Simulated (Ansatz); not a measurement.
Input for Ansatz (a first-principles code): R-wB97M-V/def2-TZVPPD on C3H12Si (a complex), monomers drawn apart or pushed together. Files ending in .json are basis or fitting sets from the Basis Set Exchange.

Ansatz 0.2 input:
```yaml
crystal:
  periodic: [false, false, false]
  atoms:
    - {symbol: C, position_ang: [0.87883875, 0.08670683, 0.45526027]}
    - {symbol: C, position_ang: [-0.51024346, 0.68180204, 0.24485405]}
    - {symbol: H, position_ang: [1.55682397, 0.36663610, -0.35335539]}
    - {symbol: H, position_ang: [0.84171862, -1.00329362, 0.49444022]}
    - {symbol: H, position_ang: [1.32616653, 0.43233309, 1.38938324]}
    - {symbol: H, position_ang: [-0.47748493, 1.77313645, 0.22720046]}
    - {symbol: H, position_ang: [-1.19534105, 0.38359377, 1.04033541]}
    - {symbol: H, position_ang: [-0.94294756, 0.35026877, -0.70095558]}
    - {symbol: C, position_ang: [-0.54495271, 0.75838188, 4.63977002]}
    - {symbol: Si, position_ang: [-0.18108863, -1.07789599, 4.51548555]}
    - {symbol: H, position_ang: [-0.02935304, 1.19682115, 5.49613758]}
    - {symbol: H, position_ang: [-1.61507211, 0.93374424, 4.76448194]}
    - {symbol: H, position_ang: [-0.21952555, 1.28521027, 3.74194221]}
    - {symbol: H, position_ang: [1.27145292, -1.31464298, 4.33480712]}
    - {symbol: H, position_ang: [-0.89868453, -1.68044913, 3.36660591]}
    - {symbol: H, position_ang: [-0.61605464, -1.77479855, 5.75103208]}
basis:
  gaussian:
    orbitals: def2-TZVPPD.json
hamiltonian:
  xc: {name: wB97M-V}
scf: {lower_state_search: off}
```

Program output:

```
Functional definition: wB97M-V
[...]
these checks for a lower state are left out or cut short: stability, starts, cluster_reference, orbital_swaps, neighbouring_geometries, increment
integrals: 0.47 GiB planned
1540 factors; their error is unknown
integrals: 0.50 GiB planned
523 factors; integrals over basis functions are off by at most 1.5e-5 eV
mean field: 1.89 GiB planned
mean field evaluation 1: about -11176.7561 eV, gradient 5.3e1 eV
mean field evaluation 2: about -11179.3469 eV, gradient 3.9e1 eV
mean field evaluation 4: about -11182.9139 eV, gradient 4.0e-1 eV
mean field evaluation 8: about -11182.8985 eV, gradient 7.4e-1 eV
mean field evaluation 16: about -11182.8991 eV, gradient 1.2e-5 eV
mean field -11182.89912339 eV, -410.9639627434 hartree, gradient 3.1e-6 eV, S^2 0.000000; 0 other end points of the search recorded, 0 dependent functions left out
reference -11182.89919527 eV, -410.9639653848 hartree; 22, 22 occupied and 341, 341 virtual orbitals, 1540 factors
Total energy: -11182.89919527 eV, -410.9639653848 hartree
Checks for a lower state left out: stability, starts, cluster_reference, orbital_swaps, neighbouring_geometries, increment
```

The calculation finished and met its thresholds.

Cost: around 22 core-seconds (rough).
